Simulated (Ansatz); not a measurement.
## Molecular dynamics of AlCl3

Input:

```yaml
crystal:
  periodic: [false, false, false]
  atoms:
    - { symbol: Al, position_ang: [-0.309739, 0.306722, -0.035859] }
    - { symbol: Cl, position_ang: [-0.203585, 1.1698, 1.787437] }
    - { symbol: Cl, position_ang: [1.591024, -0.356858, -0.737909] }
    - { symbol: Cl, position_ang: [-1.992865, 0.389727, -1.292695] }
basis:
  gaussian: { orbitals: def2-SVP }
hamiltonian:
  xc: hf
md:
  timestep: 1.0
  n_steps: 250
  ensemble: nvt_langevin
  temperature: 300.0
  initial_velocities: maxwell_boltzmann
  seed: 869029
  friction: 1.0
```

Launched with:

```bash
$ ansatz run input.yaml --threads 1 --pin off --max-ram 2048MiB --backend cpu --events-out ev --progress --plain --runs-dir out
```

It goes on from the last frame of an earlier run, with new velocities.

Output, in part (one step line in 3, the closing report, with atoms numbered from 0):

```
md step     0: t =     0.00 fs  T =   225.0 K  F+E_penalty+E_count = -44085.98733173 eV  E_kin = 0.116334 eV  (25 SCF iters)
md step     3: t =     3.00 fs  T =   300.6 K  F+E_penalty+E_count = -44086.00433081 eV  E_kin = 0.155411 eV  (25 SCF iters)
md step     6: t =     6.00 fs  T =    96.2 K  F+E_penalty+E_count = -44086.00890992 eV  E_kin = 0.049764 eV  (20 SCF iters)
md step     9: t =     9.00 fs  T =   511.8 K  F+E_penalty+E_count = -44085.99779424 eV  E_kin = 0.264615 eV  (25 SCF iters)
md step    12: t =    12.00 fs  T =   178.6 K  F+E_penalty+E_count = -44086.01923757 eV  E_kin = 0.092345 eV  (24 SCF iters)
md step    15: t =    15.00 fs  T =   292.4 K  F+E_penalty+E_count = -44086.01874541 eV  E_kin = 0.151176 eV  (19 SCF iters)
md step    18: t =    18.00 fs  T =   624.0 K  F+E_penalty+E_count = -44086.02015197 eV  E_kin = 0.322631 eV  (25 SCF iters)
md step    21: t =    21.00 fs  T =   300.9 K  F+E_penalty+E_count = -44086.00274202 eV  E_kin = 0.155577 eV  (25 SCF iters)
md step    24: t =    24.00 fs  T =   204.7 K  F+E_penalty+E_count = -44086.00483916 eV  E_kin = 0.105835 eV  (25 SCF iters)
md step    27: t =    27.00 fs  T =   401.2 K  F+E_penalty+E_count = -44085.98335547 eV  E_kin = 0.207439 eV  (26 SCF iters)
md step    30: t =    30.00 fs  T =   304.0 K  F+E_penalty+E_count = -44085.97344140 eV  E_kin = 0.157185 eV  (25 SCF iters)
md step    33: t =    33.00 fs  T =   328.0 K  F+E_penalty+E_count = -44085.98440424 eV  E_kin = 0.169576 eV  (26 SCF iters)
md step    36: t =    36.00 fs  T =   266.1 K  F+E_penalty+E_count = -44085.96588123 eV  E_kin = 0.137596 eV  (26 SCF iters)
md step    39: t =    39.00 fs  T =   263.0 K  F+E_penalty+E_count = -44085.93511924 eV  E_kin = 0.136006 eV  (27 SCF iters)
md step    42: t =    42.00 fs  T =   207.2 K  F+E_penalty+E_count = -44085.90725907 eV  E_kin = 0.107139 eV  (26 SCF iters)
md step    45: t =    45.00 fs  T =   302.2 K  F+E_penalty+E_count = -44085.91621941 eV  E_kin = 0.156238 eV  (27 SCF iters)
md step    48: t =    48.00 fs  T =   579.0 K  F+E_penalty+E_count = -44085.92804475 eV  E_kin = 0.299390 eV  (26 SCF iters)
md step    51: t =    51.00 fs  T =   822.8 K  F+E_penalty+E_count = -44085.94604913 eV  E_kin = 0.425412 eV  (26 SCF iters)
md step    54: t =    54.00 fs  T =   343.2 K  F+E_penalty+E_count = -44085.95653390 eV  E_kin = 0.177436 eV  (25 SCF iters)
md step    57: t =    57.00 fs  T =   348.5 K  F+E_penalty+E_count = -44085.94891108 eV  E_kin = 0.180169 eV  (26 SCF iters)
md step    60: t =    60.00 fs  T =   524.8 K  F+E_penalty+E_count = -44085.95674549 eV  E_kin = 0.271353 eV  (25 SCF iters)
md step    63: t =    63.00 fs  T =   293.3 K  F+E_penalty+E_count = -44085.96795337 eV  E_kin = 0.151661 eV  (20 SCF iters)
md step    66: t =    66.00 fs  T =   357.1 K  F+E_penalty+E_count = -44085.97421622 eV  E_kin = 0.184614 eV  (26 SCF iters)
md step    69: t =    69.00 fs  T =   451.0 K  F+E_penalty+E_count = -44085.98558782 eV  E_kin = 0.233207 eV  (17 SCF iters)
md step    72: t =    72.00 fs  T =   122.8 K  F+E_penalty+E_count = -44086.00447879 eV  E_kin = 0.063482 eV  (26 SCF iters)
md step    75: t =    75.00 fs  T =   318.9 K  F+E_penalty+E_count = -44086.02135857 eV  E_kin = 0.164879 eV  (20 SCF iters)
md step    78: t =    78.00 fs  T =   415.5 K  F+E_penalty+E_count = -44086.02260624 eV  E_kin = 0.214832 eV  (24 SCF iters)
md step    81: t =    81.00 fs  T =   185.7 K  F+E_penalty+E_count = -44086.02186442 eV  E_kin = 0.096025 eV  (19 SCF iters)
md step    84: t =    84.00 fs  T =   213.2 K  F+E_penalty+E_count = -44086.00557465 eV  E_kin = 0.110232 eV  (25 SCF iters)
md step    87: t =    87.00 fs  T =   262.9 K  F+E_penalty+E_count = -44085.99998077 eV  E_kin = 0.135941 eV  (20 SCF iters)
md step    90: t =    90.00 fs  T =   290.0 K  F+E_penalty+E_count = -44086.00979562 eV  E_kin = 0.149933 eV  (20 SCF iters)
md step    93: t =    93.00 fs  T =   222.8 K  F+E_penalty+E_count = -44085.98956335 eV  E_kin = 0.115193 eV  (20 SCF iters)
md step    96: t =    96.00 fs  T =   244.8 K  F+E_penalty+E_count = -44085.98740360 eV  E_kin = 0.126574 eV  (19 SCF iters)
md step    99: t =    99.00 fs  T =   178.8 K  F+E_penalty+E_count = -44086.01262086 eV  E_kin = 0.092447 eV  (26 SCF iters)
md step   102: t =   102.00 fs  T =   281.5 K  F+E_penalty+E_count = -44086.02010942 eV  E_kin = 0.145556 eV  (20 SCF iters)
md step   105: t =   105.00 fs  T =   377.3 K  F+E_penalty+E_count = -44086.00409273 eV  E_kin = 0.195091 eV  (25 SCF iters)
md step   108: t =   108.00 fs  T =   459.7 K  F+E_penalty+E_count = -44086.01868019 eV  E_kin = 0.237697 eV  (26 SCF iters)
md step   111: t =   111.00 fs  T =   242.9 K  F+E_penalty+E_count = -44086.02301694 eV  E_kin = 0.125576 eV  (20 SCF iters)
md step   114: t =   114.00 fs  T =   204.2 K  F+E_penalty+E_count = -44086.03700733 eV  E_kin = 0.105569 eV  (26 SCF iters)
md step   117: t =   117.00 fs  T =   323.4 K  F+E_penalty+E_count = -44086.05688061 eV  E_kin = 0.167187 eV  (24 SCF iters)
md step   120: t =   120.00 fs  T =   186.3 K  F+E_penalty+E_count = -44086.05903580 eV  E_kin = 0.096322 eV  (17 SCF iters)
md step   123: t =   123.00 fs  T =   411.7 K  F+E_penalty+E_count = -44086.05503843 eV  E_kin = 0.212885 eV  (25 SCF iters)
md step   126: t =   126.00 fs  T =   292.5 K  F+E_penalty+E_count = -44086.05208362 eV  E_kin = 0.151220 eV  (20 SCF iters)
md step   129: t =   129.00 fs  T =   140.2 K  F+E_penalty+E_count = -44086.04310815 eV  E_kin = 0.072474 eV  (20 SCF iters)
md step   132: t =   132.00 fs  T =   235.2 K  F+E_penalty+E_count = -44086.04694864 eV  E_kin = 0.121592 eV  (20 SCF iters)
md step   135: t =   135.00 fs  T =   355.2 K  F+E_penalty+E_count = -44086.06044888 eV  E_kin = 0.183665 eV  (25 SCF iters)
md step   138: t =   138.00 fs  T =   378.5 K  F+E_penalty+E_count = -44086.06941095 eV  E_kin = 0.195715 eV  (24 SCF iters)
md step   141: t =   141.00 fs  T =   295.9 K  F+E_penalty+E_count = -44086.06418679 eV  E_kin = 0.152998 eV  (25 SCF iters)
md step   144: t =   144.00 fs  T =   270.3 K  F+E_penalty+E_count = -44086.05836823 eV  E_kin = 0.139764 eV  (24 SCF iters)
md step   147: t =   147.00 fs  T =   472.6 K  F+E_penalty+E_count = -44086.05013826 eV  E_kin = 0.244367 eV  (24 SCF iters)
md step   150: t =   150.00 fs  T =   349.1 K  F+E_penalty+E_count = -44086.05004582 eV  E_kin = 0.180488 eV  (19 SCF iters)
md step   153: t =   153.00 fs  T =   333.2 K  F+E_penalty+E_count = -44086.05247123 eV  E_kin = 0.172284 eV  (20 SCF iters)
md step   156: t =   156.00 fs  T =    89.5 K  F+E_penalty+E_count = -44086.06613685 eV  E_kin = 0.046277 eV  (20 SCF iters)
md step   159: t =   159.00 fs  T =   373.3 K  F+E_penalty+E_count = -44086.05346445 eV  E_kin = 0.192995 eV  (26 SCF iters)
md step   162: t =   162.00 fs  T =   379.8 K  F+E_penalty+E_count = -44086.05698716 eV  E_kin = 0.196375 eV  (24 SCF iters)
md step   165: t =   165.00 fs  T =   342.7 K  F+E_penalty+E_count = -44086.07119332 eV  E_kin = 0.177214 eV  (25 SCF iters)
md step   168: t =   168.00 fs  T =   281.1 K  F+E_penalty+E_count = -44086.07188967 eV  E_kin = 0.145345 eV  (20 SCF iters)
md step   171: t =   171.00 fs  T =   442.4 K  F+E_penalty+E_count = -44086.06615482 eV  E_kin = 0.228745 eV  (25 SCF iters)
md step   174: t =   174.00 fs  T =   362.5 K  F+E_penalty+E_count = -44086.05492234 eV  E_kin = 0.187434 eV  (25 SCF iters)
md step   177: t =   177.00 fs  T =   167.9 K  F+E_penalty+E_count = -44086.05815447 eV  E_kin = 0.086793 eV  (19 SCF iters)
md step   180: t =   180.00 fs  T =   262.8 K  F+E_penalty+E_count = -44086.07348125 eV  E_kin = 0.135858 eV  (24 SCF iters)
md step   183: t =   183.00 fs  T =   140.5 K  F+E_penalty+E_count = -44086.07427408 eV  E_kin = 0.072659 eV  (20 SCF iters)
md step   186: t =   186.00 fs  T =   280.0 K  F+E_penalty+E_count = -44086.07643645 eV  E_kin = 0.144790 eV  (19 SCF iters)
md step   189: t =   189.00 fs  T =   195.6 K  F+E_penalty+E_count = -44086.08366399 eV  E_kin = 0.101156 eV  (25 SCF iters)
md step   192: t =   192.00 fs  T =   150.1 K  F+E_penalty+E_count = -44086.07322218 eV  E_kin = 0.077620 eV  (20 SCF iters)
md step   195: t =   195.00 fs  T =   278.7 K  F+E_penalty+E_count = -44086.07899522 eV  E_kin = 0.144102 eV  (24 SCF iters)
md step   198: t =   198.00 fs  T =   206.0 K  F+E_penalty+E_count = -44086.08612963 eV  E_kin = 0.106490 eV  (25 SCF iters)
md step   201: t =   201.00 fs  T =   206.2 K  F+E_penalty+E_count = -44086.08554601 eV  E_kin = 0.106637 eV  (19 SCF iters)
md step   204: t =   204.00 fs  T =   184.5 K  F+E_penalty+E_count = -44086.08615586 eV  E_kin = 0.095403 eV  (20 SCF iters)
md step   207: t =   207.00 fs  T =   403.2 K  F+E_penalty+E_count = -44086.07988728 eV  E_kin = 0.208495 eV  (25 SCF iters)
md step   210: t =   210.00 fs  T =   276.1 K  F+E_penalty+E_count = -44086.08769731 eV  E_kin = 0.142764 eV  (20 SCF iters)
md step   213: t =   213.00 fs  T =   451.0 K  F+E_penalty+E_count = -44086.08810771 eV  E_kin = 0.233201 eV  (20 SCF iters)
md step   216: t =   216.00 fs  T =   206.2 K  F+E_penalty+E_count = -44086.08937840 eV  E_kin = 0.106614 eV  (25 SCF iters)
md step   219: t =   219.00 fs  T =   213.0 K  F+E_penalty+E_count = -44086.09249552 eV  E_kin = 0.110137 eV  (25 SCF iters)
md step   222: t =   222.00 fs  T =   321.2 K  F+E_penalty+E_count = -44086.09101555 eV  E_kin = 0.166055 eV  (16 SCF iters)
md step   225: t =   225.00 fs  T =   455.3 K  F+E_penalty+E_count = -44086.08818444 eV  E_kin = 0.235434 eV  (19 SCF iters)
md step   228: t =   228.00 fs  T =   123.7 K  F+E_penalty+E_count = -44086.08566109 eV  E_kin = 0.063975 eV  (25 SCF iters)
md step   231: t =   231.00 fs  T =   274.3 K  F+E_penalty+E_count = -44086.08484388 eV  E_kin = 0.141839 eV  (16 SCF iters)
md step   234: t =   234.00 fs  T =   194.6 K  F+E_penalty+E_count = -44086.08689597 eV  E_kin = 0.100618 eV  (25 SCF iters)
md step   237: t =   237.00 fs  T =   352.3 K  F+E_penalty+E_count = -44086.08514472 eV  E_kin = 0.182152 eV  (24 SCF iters)
md step   240: t =   240.00 fs  T =   390.5 K  F+E_penalty+E_count = -44086.07926459 eV  E_kin = 0.201887 eV  (25 SCF iters)
md step   243: t =   243.00 fs  T =   245.1 K  F+E_penalty+E_count = -44086.07047291 eV  E_kin = 0.126719 eV  (25 SCF iters)
md step   246: t =   246.00 fs  T =   581.4 K  F+E_penalty+E_count = -44086.06700973 eV  E_kin = 0.300621 eV  (24 SCF iters)
md step   249: t =   249.00 fs  T =   445.0 K  F+E_penalty+E_count = -44086.07535010 eV  E_kin = 0.230103 eV  (20 SCF iters)
md step   250: t =   250.00 fs  T =   221.8 K  F+E_penalty+E_count = -44086.08011202 eV  E_kin = 0.114686 eV  (26 SCF iters)
Total energy: -44086.08011202 eV, -1620.1335614985 hartree
Atom 0 at    -0.343826     0.349150    -0.085796 Å, force     0.998299     0.185086     0.461226 eV/Å
Atom 1 at    -0.281384     1.160243     1.848795 Å, force    -0.234424    -0.140619    -0.273170 eV/Å
Atom 2 at     1.511743    -0.324829    -0.804148 Å, force    -0.350863    -0.005778    -0.000921 eV/Å
Atom 3 at    -2.011031     0.352387    -1.283578 Å, force    -0.413012    -0.038688    -0.187135 eV/Å
Dipole moment:    -0.130843    -0.052983    -0.025949 e Å
```

The run went to its last step. A run of 0.25 ps of so small a system gives no equilibrium averages. The friction is so strong that the motion is overdamped, so the time scale means little.

The same pairs are bonded in the first frame and the last. Pairs count as bonded within 1.25 times the sum of covalent radii (0.12 Å more for H–H).

Last frame:

```xyz
4
Properties=species:S:1:pos:R:3
Al -0.344 0.349 -0.086
Cl -0.281 1.160 1.849
Cl 1.512 -0.325 -0.804
Cl -2.011 0.352 -1.284
```

Run time: 2.5 min on 1 thread of Arm Neoverse V2, with other jobs on the host, peak memory 0.13 GiB.
